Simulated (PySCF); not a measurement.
Record of a relaxation.

C₆H₆Cl₂O₃.
SMILES with atom numbers: `[CH3:1][O:2][C@@H:3]1[O:4][C:5](=[O:6])[CH:7]=[C:8]1[CH:9]([Cl:10])[Cl:11]` (hydrogens: H12, H13, H14 on C1; H15 on C3; H16 on C7; H17 on C9)

Computed by this run: PBE0-D3(BJ)/def2-SVP geometry optimisation, gas phase in PySCF; density fitting, grid level 1; the optimiser is geomeTRIC in internal coordinates, started from a GFN2-xTB structure with every atom displaced at random (about 0.01 Å). The frame can shift and turn from step to step; on so coarse a grid that alone can change the energy by a few meV, and forces under 0.02 eV/Å are noise.

Step 0: E = -37466.7773 eV, largest atomic force 3.072 eV/Å
```
atom  x, y, z in Å  |  force x, y, z in eV/Å
C1      2.583   -0.346   -0.476   -2.402   1.814  -0.610
O2      1.293   -0.521    0.132   -0.142   0.166  -0.266
C3      0.254    0.214   -0.441    1.840   0.071   0.311
O4      0.452    1.611   -0.232   -1.008  -0.325   0.180
C5     -0.628    2.100    0.474    0.522   1.360   0.198
O6     -0.733    3.262    0.774    0.074  -1.104  -0.319
C7     -1.538    0.977    0.780   -0.046   0.376  -0.031
C8     -1.020   -0.124    0.248   -0.396  -0.467   0.208
C9     -1.503   -1.526    0.277   -0.491   0.182  -0.490
Cl10   -2.832   -1.790    1.406    0.107   0.039   0.153
Cl11   -2.048   -1.961   -1.392    0.205   0.008   0.082
H12     2.891    0.720   -0.379    0.040  -0.397  -0.024
H13     2.494   -0.586   -1.549    0.352  -0.181  -0.021
H14     3.235   -0.972    0.055    1.273  -1.191   0.720
H15     0.223    0.040   -1.526   -0.118   0.004  -0.309
H16    -2.454    1.119    1.348   -0.031  -0.122   0.054
H17    -0.685   -2.205    0.511    0.221  -0.232   0.163
```

Step 1: E = -37466.9152 eV, largest atomic force 0.700 eV/Å
```
atom  x, y, z in Å  |  force x, y, z in eV/Å
C1      2.450   -0.561   -0.626    0.418  -0.406   0.388
O2      1.246   -0.550    0.105    0.114   0.046  -0.060
C3      0.270    0.245   -0.430   -0.412   0.013  -0.061
O4      0.506    1.627   -0.245    0.145  -0.048  -0.016
C5     -0.474    2.190    0.520    0.018  -0.200   0.033
O6     -0.470    3.339    0.832   -0.066   0.123   0.020
C7     -1.456    1.120    0.847   -0.014   0.047   0.038
C8     -1.025   -0.018    0.307    0.113  -0.043  -0.201
C9     -1.560   -1.402    0.350    0.129  -0.005   0.096
Cl10   -2.909   -1.583    1.476   -0.032   0.002  -0.035
Cl11   -2.002   -1.911   -1.309   -0.052  -0.003  -0.010
H12     2.903    0.438   -0.685   -0.012   0.138   0.018
H13     2.300   -0.948   -1.647   -0.055  -0.031  -0.060
H14     3.148   -1.233   -0.081   -0.286   0.268  -0.273
H15     0.161    0.072   -1.522    0.039   0.030   0.084
H16    -2.344    1.283    1.455    0.018   0.016   0.007
H17    -0.761   -2.091    0.664   -0.066   0.053   0.031
```

Step 2: E = -37466.9273 eV, largest atomic force 0.150 eV/Å
```
atom  x, y, z in Å  |  force x, y, z in eV/Å
C1      2.467   -0.541   -0.623    0.073  -0.002   0.046
O2      1.250   -0.569    0.087   -0.014  -0.075   0.022
C3      0.265    0.225   -0.442   -0.052  -0.011   0.011
O4      0.520    1.602   -0.250    0.031   0.101   0.030
C5     -0.454    2.172    0.520   -0.086  -0.084  -0.048
O6     -0.456    3.322    0.830    0.050   0.018  -0.007
C7     -1.445    1.111    0.841   -0.010   0.006   0.075
C8     -1.027   -0.031    0.298    0.101   0.003  -0.111
C9     -1.580   -1.406    0.359    0.012   0.026   0.011
Cl10   -2.941   -1.546    1.476   -0.027  -0.009   0.008
Cl11   -2.037   -1.929   -1.293    0.007  -0.006  -0.003
H12     2.896    0.474   -0.637   -0.009  -0.009  -0.012
H13     2.327   -0.892   -1.661    0.007   0.012  -0.013
H14     3.164   -1.217   -0.106   -0.077   0.037  -0.034
H15     0.159    0.062   -1.533   -0.007  -0.008  -0.003
H16    -2.327    1.283    1.454    0.008   0.005   0.008
H17    -0.798   -2.102    0.690   -0.008  -0.003   0.020
```

Step 3: E = -37466.9294 eV, largest atomic force 0.157 eV/Å
```
atom  x, y, z in Å  |  force x, y, z in eV/Å
C1      2.469   -0.531   -0.622   -0.056   0.110  -0.061
O2      1.243   -0.588    0.072   -0.041  -0.042   0.014
C3      0.261    0.216   -0.451    0.045   0.010  -0.004
O4      0.526    1.591   -0.255   -0.063  -0.067   0.001
C5     -0.448    2.161    0.512    0.090   0.126   0.026
O6     -0.432    3.313    0.817   -0.079   0.015   0.034
C7     -1.440    1.106    0.846    0.084   0.009  -0.029
C8     -1.027   -0.034    0.294   -0.026  -0.030  -0.011
C9     -1.588   -1.406    0.365   -0.020  -0.004  -0.011
Cl10   -2.961   -1.527    1.471   -0.007  -0.001   0.006
Cl11   -2.035   -1.944   -1.285    0.018  -0.002   0.004
H12     2.893    0.487   -0.593   -0.003  -0.036  -0.012
H13     2.342   -0.841   -1.675    0.010   0.017   0.009
H14     3.156   -1.222   -0.125    0.056  -0.070   0.050
H15     0.152    0.057   -1.541   -0.018  -0.018  -0.022
H16    -2.314    1.281    1.470    0.002  -0.003  -0.008
H17    -0.813   -2.102    0.711    0.007  -0.014   0.014
```

Step 4: E = -37466.9308 eV, largest atomic force 0.136 eV/Å
```
atom  x, y, z in Å  |  force x, y, z in eV/Å
C1      2.468   -0.525   -0.623   -0.072   0.082  -0.064
O2      1.236   -0.604    0.057   -0.012   0.041  -0.017
C3      0.257    0.210   -0.458    0.047  -0.008  -0.012
O4      0.530    1.585   -0.259    0.014   0.003  -0.028
C5     -0.439    2.162    0.510    0.013  -0.015   0.063
O6     -0.431    3.313    0.819    0.022  -0.041  -0.046
C7     -1.427    1.106    0.847   -0.038  -0.023   0.021
C8     -1.026   -0.038    0.291   -0.068   0.054   0.044
C9     -1.593   -1.406    0.371   -0.009  -0.006  -0.018
Cl10   -2.978   -1.513    1.465    0.011   0.010  -0.007
Cl11   -2.025   -1.962   -1.277    0.012  -0.001   0.005
H12     2.894    0.489   -0.558    0.002  -0.018   0.001
H13     2.352   -0.798   -1.689   -0.002   0.006   0.013
H14     3.145   -1.236   -0.143    0.094  -0.084   0.053
H15     0.143    0.054   -1.549   -0.006   0.007  -0.014
H16    -2.296    1.283    1.476   -0.014  -0.005  -0.003
H17    -0.825   -2.103    0.733    0.006  -0.004   0.009
```

Step 5: E = -37466.9317 eV, largest atomic force 0.048 eV/Å
```
atom  x, y, z in Å  |  force x, y, z in eV/Å
C1      2.467   -0.526   -0.627   -0.025  -0.001  -0.009
O2      1.234   -0.605    0.052    0.009   0.023  -0.010
C3      0.256    0.210   -0.459    0.024   0.004   0.001
O4      0.530    1.584   -0.258    0.013  -0.006   0.001
C5     -0.436    2.160    0.516   -0.031   0.016  -0.031
O6     -0.426    3.312    0.821    0.023  -0.018   0.005
C7     -1.428    1.107    0.850    0.019  -0.015   0.023
C8     -1.027   -0.036    0.293   -0.045   0.007   0.013
C9     -1.593   -1.405    0.373    0.002  -0.007  -0.012
Cl10   -2.984   -1.510    1.459    0.001   0.002  -0.007
Cl11   -2.012   -1.967   -1.276    0.001  -0.004   0.003
H12     2.897    0.485   -0.556    0.004   0.005   0.008
H13     2.350   -0.792   -1.694   -0.003  -0.002   0.000
H14     3.145   -1.244   -0.150    0.014  -0.012   0.005
H15     0.137    0.056   -1.551   -0.003   0.007   0.004
H16    -2.300    1.284    1.476   -0.001  -0.004   0.001
H17    -0.826   -2.099    0.743   -0.001   0.006   0.006
```

Step 6: E = -37466.9320 eV, largest atomic force 0.033 eV/Å
```
atom  x, y, z in Å  |  force x, y, z in eV/Å
C1      2.465   -0.527   -0.631    0.002  -0.025   0.010
O2      1.233   -0.606    0.048    0.006   0.005   0.006
C3      0.254    0.211   -0.460    0.007  -0.005  -0.018
O4      0.531    1.583   -0.259   -0.011  -0.007   0.006
C5     -0.433    2.160    0.517    0.006   0.004  -0.001
O6     -0.417    3.311    0.825   -0.004   0.003   0.007
C7     -1.426    1.107    0.854    0.008   0.001   0.012
C8     -1.029   -0.035    0.294    0.002   0.001  -0.010
C9     -1.595   -1.404    0.374    0.009  -0.001  -0.005
Cl10   -2.994   -1.505    1.451   -0.005   0.000  -0.003
Cl11   -2.001   -1.975   -1.275    0.000   0.001   0.004
H12     2.900    0.483   -0.552    0.004   0.005   0.004
H13     2.347   -0.783   -1.700    0.000  -0.002  -0.004
H14     3.142   -1.251   -0.160   -0.023   0.019  -0.014
H15     0.132    0.059   -1.552    0.000  -0.003   0.004
H16    -2.296    1.285    1.483   -0.001   0.002  -0.001
H17    -0.830   -2.096    0.753   -0.002   0.004   0.004
```

Step 7: E = -37466.9321 eV, largest atomic force 0.026 eV/Å
```
atom  x, y, z in Å  |  force x, y, z in eV/Å
C1      2.462   -0.529   -0.638    0.012  -0.021   0.008
O2      1.230   -0.608    0.042    0.003   0.001   0.008
C3      0.252    0.211   -0.462   -0.015   0.003  -0.004
O4      0.532    1.583   -0.258   -0.007   0.005   0.002
C5     -0.428    2.160    0.522    0.009  -0.003   0.005
O6     -0.409    3.310    0.833   -0.004   0.008   0.005
C7     -1.423    1.108    0.859    0.012   0.001  -0.001
C8     -1.029   -0.033    0.295    0.003  -0.011  -0.011
C9     -1.595   -1.402    0.377    0.004   0.001  -0.001
Cl10   -3.004   -1.498    1.440   -0.006  -0.002   0.002
Cl11   -1.985   -1.983   -1.273   -0.001   0.000   0.000
H12     2.902    0.477   -0.548    0.001   0.000  -0.001
H13     2.341   -0.774   -1.708    0.000   0.000  -0.002
H14     3.135   -1.262   -0.175   -0.016   0.016  -0.013
H15     0.127    0.062   -1.554    0.004  -0.001   0.003
H16    -2.291    1.286    1.491    0.002   0.002  -0.001
H17    -0.834   -2.090    0.767   -0.001   0.000   0.001
```

**Question.** Summarise the path.

**Answer.** The energy falls by 14.94 kJ/mol from step 0 to step 7; nine tenths of that is first reached at step 2. It falls at every step. The largest force goes from 3.072 to 0.026 eV/Å. Among the bonds C1–H14 changes most, from 1.048 to 1.098 Å; the atoms move by 0.112 Å rms after alignment.

What follows is the cost of the whole optimisation. The run took 2.3 min on AMD EPYC 9R14, one thread, no GPU, on a shared host, and the process peaked at 0.89 GiB of memory.
